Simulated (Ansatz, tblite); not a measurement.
Forces on the cluster Cu₂Te at its B3LYP-D4/def2-TZVP geometry. Charge 0, multiplicity 1.

In the def2 sets Te takes a core potential; there is no spin–orbit coupling. The xTB rows come from tblite. The structure comes from a short search, and lower isomers may exist.

GFN1-xTB (tblite), largest force 1.18 eV/Å:

```xyz
3
positions Å, forces eV/Å
Cu    0.816   -0.573   -1.100   -0.695    0.439    0.844
Cu   -1.483    0.025    0.056    1.173   -0.046   -0.095
Te    0.667    0.548    1.044   -0.478   -0.393   -0.749
```

GFN2-xTB (tblite), largest force 0.80 eV/Å:

```
Cu -0.783 0.067 0.133
Cu 0.531 -0.274 -0.528
Te 0.252 0.207 0.395
```

PBE-D4/def2-TZVP (Ansatz), largest force 0.31 eV/Å:

```
Cu -0.187 0.112 0.216
Cu 0.305 -0.016 -0.032
Te -0.118 -0.097 -0.185
```
